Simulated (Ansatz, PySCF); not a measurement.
This triplet is an excited state, 0.97 eV above the relaxed singlet at the level frozen-core CCSD(T)/cc-pVTZ // PBE0-D3(BJ)/def2-TZVP (Ansatz, a quantum-chemistry and plane-wave program).

```xyz
6

Si    -0.7290     0.0823     0.1514
Si     1.1723    -0.8805    -0.7931
Cl     2.9745     0.0187    -0.3563
H     -0.9008     1.4868    -0.3055
H     -1.8528    -0.7586    -0.3329
H     -0.6641     0.0514     1.6365
```

Charge 0, multiplicity 3.

Problem. Give the Mulliken and meta-Löwdin atomic charges from PBE-D3(BJ)/def2-TZVP // PBE0-D3(BJ)/def2-TZVP in PySCF 2.14.0.

Solution. 
| atom | Mulliken (e) | meta-Löwdin (e) |
|---|---|---|
| Si1 | 0.05 | 0.23 |
| Si2 | 0.11 | 0.14 |
| Cl3 | -0.17 | -0.21 |
| H4 | 0.00 | -0.06 |
| H5 | 0.00 | -0.05 |
| H6 | 0.00 | -0.06 |
